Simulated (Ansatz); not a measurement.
The cluster CsF2⁻. Total charge -1; singlet. Geometry PBE0-D4/def2-TZVPD.

```xyz
3

Cs   -0.166    0.485    0.134
F     1.231   -0.461    2.143
F    -1.065   -0.024   -2.278
```

In the def2 sets Cs takes a core potential; there is no spin–orbit coupling. HSE06 is defined as in plane-wave codes, on full-range PBE exchange. The structure comes from a short search, and lower isomers may exist.

(1) Estimate the orbital energies around the gap (eV) in Ansatz with PBE-D4/def2-TZVPD, r2SCAN-D4/def2-TZVPD, PBE0-D4/def2-SVPD, PBE0-D4/def2-TZVPD, HSE06-D4/def2-TZVPD.

Results:

(1) 
```
orbital  PBE-D4/def2-TZVPD  r2SCAN-D4/def2-TZVPD  PBE0-D4/def2-SVPD  PBE0-D4/def2-TZVPD  HSE06-D4/def2-TZVPD
HOMO−13            -650.54               -656.51            -664.50             -664.14              -663.71
HOMO−12            -650.54               -656.51            -664.50             -664.14              -663.71
HOMO−11             -21.27                -22.16             -23.80              -23.71               -23.28
HOMO−10             -19.09                -20.49             -21.77              -22.38               -21.96
 HOMO−9             -18.99                -20.37             -21.64              -22.22               -21.80
 HOMO−8              -8.07                 -8.50              -9.61               -9.48                -9.07
 HOMO−7              -8.00                 -8.42              -9.54               -9.42                -9.01
 HOMO−6              -7.42                 -7.79              -8.98               -8.90                -8.49
 HOMO−5              -0.98                 -1.20              -2.71               -2.73                -2.32
 HOMO−4              -0.84                 -1.08              -2.54               -2.55                -2.13
 HOMO−3              -0.84                 -1.08              -2.54               -2.55                -2.13
 HOMO−2              -0.76                 -1.00              -2.46               -2.46                -2.05
 HOMO−1              -0.75                 -0.98              -2.45               -2.45                -2.03
   HOMO              -0.41                 -0.63              -2.09               -2.09                -1.67
   LUMO               2.14                  2.48               1.64                2.41                 2.27
 LUMO+1               2.72                  2.96               1.64                2.91                 2.81
 LUMO+2               2.84                  3.11               1.75                3.06                 2.95
 LUMO+3               2.89                  3.16               2.50                3.12                 3.00
 LUMO+4               3.35                  3.63               3.46                3.58                 3.46
 LUMO+5               3.39                  3.64               3.57                3.59                 3.49
```
